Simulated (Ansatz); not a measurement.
C5H13O2Si (SMILES CCO[Si](C)OCC), doublet, at a GFN2-xTB geometry. Base run: MP2/STO-3G in Ansatz (a quantum-chemistry and plane-wave program).

Here is a job for Ansatz.
Ansatz 0.2 input:
```yaml
crystal:
  periodic: [false, false, false]
  atoms:
    - {symbol: C, position_ang: [3.05846234, 0.28910871, 1.24719200]}
    - {symbol: C, position_ang: [2.24242151, 0.65709253, 0.01620281]}
    - {symbol: O, position_ang: [0.92668568, 0.22424752, 0.18666282]}
    - {symbol: Si, position_ang: [-0.30232836, 0.12453516, -0.89989900]}
    - {symbol: C, position_ang: [0.12309416, -0.96046381, -2.40328001]}
    - {symbol: O, position_ang: [-1.48439232, -0.68311044, -0.11957917]}
    - {symbol: C, position_ang: [-1.91235910, -0.53063559, 1.19959549]}
    - {symbol: C, position_ang: [-2.61587830, 0.80145591, 1.41758090]}
    - {symbol: H, position_ang: [4.08422782, 0.62759919, 1.12904977]}
    - {symbol: H, position_ang: [2.62814443, 0.75523640, 2.12999237]}
    - {symbol: H, position_ang: [3.05286688, -0.78889609, 1.38790266]}
    - {symbol: H, position_ang: [2.67641018, 0.19199985, -0.87793970]}
    - {symbol: H, position_ang: [2.25026184, 1.74488582, -0.13161016]}
    - {symbol: H, position_ang: [0.50450970, -1.92504122, -2.07192271]}
    - {symbol: H, position_ang: [-0.75068749, -1.13755596, -3.01846673]}
    - {symbol: H, position_ang: [0.88004992, -0.48895986, -3.02179221]}
    - {symbol: H, position_ang: [-1.05404886, -0.61071608, 1.87646289]}
    - {symbol: H, position_ang: [-2.60045651, -1.35932804, 1.40104063]}
    - {symbol: H, position_ang: [-2.98518975, 0.86838854, 2.43732044]}
    - {symbol: H, position_ang: [-1.91676814, 1.61312024, 1.23128301]}
    - {symbol: H, position_ang: [-3.44951319, 0.89733185, 0.72684959]}
basis:
  gaussian:
    orbitals: STO-3G
magnetization: {spin_polarized: true, initial_magnetization: 1}
correlation: {method: mp2}
```

Each row names what was changed in the base input (with any setting that the change needs).

```csv
change,basis functions,E (Eh),MP2 correlation (Eh),core-seconds (rough)
base,57,-628.26727,-0.35132,2
basis = 3-21G,102,-632.90304,-0.72224,4
basis = 6-31G,102,-636.13016,-0.73233,6
basis = pcseg-0,102,-634.96148,-0.73292,5
basis = def2-SVP,181,-636.41907,-1.15557,20
basis = pc-1,181,-636.67353,-1.16062,20
basis = pcseg-1,181,-636.65234,-1.15959,10
basis = cc-pVDZ,181,-636.78314,-1.15959,20
basis = 6-31+G*,182,-636.69466,-1.08898,20
basis = cc-pV(D+d)Z,186,-636.79776,-1.15986,20
basis = 6-311G**,231,-636.93781,-1.22798,30
```

Totals compare only among sets that treat the same electrons; sets with core potentials leave the core out.
